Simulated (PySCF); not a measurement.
Compound: C5H5F3O3.
SMILES: `CC(=O)O[C@@H]1O[C@H]1C(F)(F)F`

Jobs on this species (16 atoms, 86 electrons) with PySCF (density fitting). Hardware of each: one thread of an x86-64 server, no GPU, shared host. Other jobs ran on the host; a repeat could differ by tens of per cent or more.

```json
{"level and settings": "PBE0/pcSseg-1, IEF-PCM dichloromethane", "work": "shieldings, ring-centre shieldings", "basis functions": "212", "SCF cycles": "?", "wall time": "?"}
{"level and settings": "PBE0-D3(BJ)/def2-SVP, grid level 1", "work": "geometry optimisation from a GFN2-xTB start", "basis functions": "179", "SCF cycles": "171", "wall time": "4.9 min"}
{"level and settings": "PBE0/pcSseg-1, IEF-PCM acetonitrile", "work": "shieldings, ring-centre shieldings, charges and field gradients", "basis functions": "212", "SCF cycles": "14", "wall time": "32 s"}
```

Task: Fill in the missing figures.

Result: 
- PBE0/pcSseg-1, IEF-PCM dichloromethane; shieldings, ring-centre shieldings: 29 s, 14 SCF cycles

Task: What do all jobs in the table cost together?

Result: About 5.9 min; the longest takes about 83 % of that, and about 10 times as long as the shortest.
